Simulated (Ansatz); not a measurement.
**Molecular dynamics of H6O2Si2**

The input (input.yaml):

```yaml
crystal:
  periodic: [false, false, false]
  atoms:
    - { symbol: Si, position_ang: [0.107614, 0.051163, 0.056907] }
    - { symbol: O, position_ang: [-0.048545, -0.227785, 1.718174] }
    - { symbol: H, position_ang: [-0.699111, -0.840969, 2.002898] }
    - { symbol: H, position_ang: [1.450259, 0.612308, -0.258736] }
    - { symbol: O, position_ang: [-1.038309, 1.110373, -0.42432] }
    - { symbol: Si, position_ang: [-2.523653, 1.338229, -1.132633] }
    - { symbol: H, position_ang: [-3.561069, 0.572661, -0.293932] }
    - { symbol: H, position_ang: [-2.894173, 2.804451, -1.250553] }
    - { symbol: H, position_ang: [-2.392265, 0.71241, -2.412823] }
    - { symbol: H, position_ang: [-0.112655, -1.228459, -0.65208] }
basis:
  gaussian: { orbitals: def2-SVP }
hamiltonian:
  xc: pbe0
md:
  timestep: 0.5
  n_steps: 250
  ensemble: nvt_langevin
  temperature: 700.0
  initial_velocities: maxwell_boltzmann
  seed: 297520
  friction: 0.005
```

Command:

```bash
$ ansatz run input.yaml --threads 2 --pin off --max-ram 3072MiB --backend cpu --events-out ev --progress --plain --runs-dir out
```

It goes on from the last frame of an earlier run, with new velocities.

Output, in part (one step line in 9, the closing report, with atoms numbered from 0):

```
md step     0: t =     0.00 fs  T =   630.0 K  F+E_penalty+E_count = -19930.46230881 eV  E_kin = 0.814338 eV  (22 SCF iters)
md step     9: t =     4.50 fs  T =   516.5 K  F+E_penalty+E_count = -19930.32103118 eV  E_kin = 0.667664 eV  (25 SCF iters)
md step    18: t =     9.00 fs  T =   431.7 K  F+E_penalty+E_count = -19930.12243991 eV  E_kin = 0.557952 eV  (24 SCF iters)
md step    27: t =    13.50 fs  T =   317.2 K  F+E_penalty+E_count = -19929.96717007 eV  E_kin = 0.410021 eV  (24 SCF iters)
md step    36: t =    18.00 fs  T =   339.5 K  F+E_penalty+E_count = -19929.98722954 eV  E_kin = 0.438880 eV  (24 SCF iters)
md step    45: t =    22.50 fs  T =   464.1 K  F+E_penalty+E_count = -19930.07382769 eV  E_kin = 0.599903 eV  (23 SCF iters)
md step    54: t =    27.00 fs  T =   538.0 K  F+E_penalty+E_count = -19930.11318560 eV  E_kin = 0.695375 eV  (24 SCF iters)
md step    63: t =    31.50 fs  T =   586.0 K  F+E_penalty+E_count = -19930.13721491 eV  E_kin = 0.757419 eV  (23 SCF iters)
md step    72: t =    36.00 fs  T =   405.3 K  F+E_penalty+E_count = -19929.89158674 eV  E_kin = 0.523920 eV  (24 SCF iters)
md step    81: t =    40.50 fs  T =   527.4 K  F+E_penalty+E_count = -19929.97416872 eV  E_kin = 0.681739 eV  (23 SCF iters)
md step    90: t =    45.00 fs  T =   561.7 K  F+E_penalty+E_count = -19930.11646699 eV  E_kin = 0.726056 eV  (24 SCF iters)
md step    99: t =    49.50 fs  T =   539.4 K  F+E_penalty+E_count = -19930.07236416 eV  E_kin = 0.697183 eV  (24 SCF iters)
md step   108: t =    54.00 fs  T =   701.8 K  F+E_penalty+E_count = -19930.15611922 eV  E_kin = 0.907132 eV  (24 SCF iters)
md step   117: t =    58.50 fs  T =   551.6 K  F+E_penalty+E_count = -19929.92366712 eV  E_kin = 0.713019 eV  (24 SCF iters)
md step   126: t =    63.00 fs  T =   553.8 K  F+E_penalty+E_count = -19929.97073594 eV  E_kin = 0.715817 eV  (24 SCF iters)
md step   135: t =    67.50 fs  T =   607.5 K  F+E_penalty+E_count = -19930.07868132 eV  E_kin = 0.785192 eV  (23 SCF iters)
md step   144: t =    72.00 fs  T =   713.4 K  F+E_penalty+E_count = -19930.18453830 eV  E_kin = 0.922112 eV  (24 SCF iters)
md step   153: t =    76.50 fs  T =   590.5 K  F+E_penalty+E_count = -19930.10216378 eV  E_kin = 0.763286 eV  (24 SCF iters)
md step   162: t =    81.00 fs  T =   540.4 K  F+E_penalty+E_count = -19929.99912945 eV  E_kin = 0.698571 eV  (24 SCF iters)
md step   171: t =    85.50 fs  T =   654.7 K  F+E_penalty+E_count = -19930.15255185 eV  E_kin = 0.846231 eV  (24 SCF iters)
md step   180: t =    90.00 fs  T =   658.1 K  F+E_penalty+E_count = -19930.13163864 eV  E_kin = 0.850693 eV  (23 SCF iters)
md step   189: t =    94.50 fs  T =   470.6 K  F+E_penalty+E_count = -19929.94726376 eV  E_kin = 0.608309 eV  (23 SCF iters)
md step   198: t =    99.00 fs  T =   603.3 K  F+E_penalty+E_count = -19930.12368011 eV  E_kin = 0.779796 eV  (23 SCF iters)
md step   207: t =   103.50 fs  T =   419.4 K  F+E_penalty+E_count = -19929.97835234 eV  E_kin = 0.542060 eV  (24 SCF iters)
md step   216: t =   108.00 fs  T =   451.4 K  F+E_penalty+E_count = -19930.11347204 eV  E_kin = 0.583439 eV  (23 SCF iters)
md step   225: t =   112.50 fs  T =   476.1 K  F+E_penalty+E_count = -19930.10583264 eV  E_kin = 0.615397 eV  (24 SCF iters)
md step   234: t =   117.00 fs  T =   396.1 K  F+E_penalty+E_count = -19930.06654518 eV  E_kin = 0.511990 eV  (23 SCF iters)
md step   243: t =   121.50 fs  T =   448.4 K  F+E_penalty+E_count = -19930.09454010 eV  E_kin = 0.579635 eV  (23 SCF iters)
md step   250: t =   125.00 fs  T =   432.5 K  F+E_penalty+E_count = -19930.03878639 eV  E_kin = 0.559103 eV  (24 SCF iters)
Total energy: -19930.03881635 eV, -732.4154174353 hartree
Atom 0 at    -0.162509    -0.078295     0.176102 Å, force    -1.224114    -0.522843    -0.258878 eV/Å
Atom 1 at     0.283254     0.168549     1.764737 Å, force    -3.400617    -1.324960    -1.423633 eV/Å
Atom 2 at     1.110947     0.437353     2.034868 Å, force     2.875078     0.862145     0.654380 eV/Å
Atom 3 at     1.115046    -0.027994    -0.642222 Å, force    -0.508554     0.371338     0.073036 eV/Å
Atom 4 at    -1.419080     1.006742    -0.139413 Å, force     0.139277     0.182650    -0.173054 eV/Å
Atom 5 at    -2.838147     1.364955    -0.973876 Å, force     0.904597    -1.194230    -1.421354 eV/Å
Atom 6 at    -4.106881     0.893480    -0.376009 Å, force     0.056200    -0.407175     0.382779 eV/Å
Atom 7 at    -3.115372     2.777407    -1.211404 Å, force     0.360394     0.771338     0.170622 eV/Å
Atom 8 at    -2.696894     0.752830    -2.421100 Å, force    -0.166053     0.338324     1.136990 eV/Å
Atom 9 at    -0.909668    -1.418286    -0.237370 Å, force     0.963791     0.923411     0.859112 eV/Å
Dipole moment:     0.328682     0.040235     0.037798 e Å
```

All steps were run. The mean temperature of the second half is 23 % below the set value. A run of 0.12 ps of so small a system gives no equilibrium averages.

The same pairs are bonded in the first frame and the last. Pairs count as bonded within 1.25 times the sum of covalent radii (0.12 Å more for H–H).

Last frame:

```xyz
10
Properties=species:S:1:pos:R:3
Si -0.163 -0.078 0.176
O 0.283 0.169 1.765
H 1.111 0.437 2.035
H 1.115 -0.028 -0.642
O -1.419 1.007 -0.139
Si -2.838 1.365 -0.974
H -4.107 0.893 -0.376
H -3.115 2.777 -1.211
H -2.697 0.753 -2.421
H -0.910 -1.418 -0.237
```

The run took 8 min on 2 threads of Arm Neoverse V1 (shared host), peak memory 0.18 GiB.
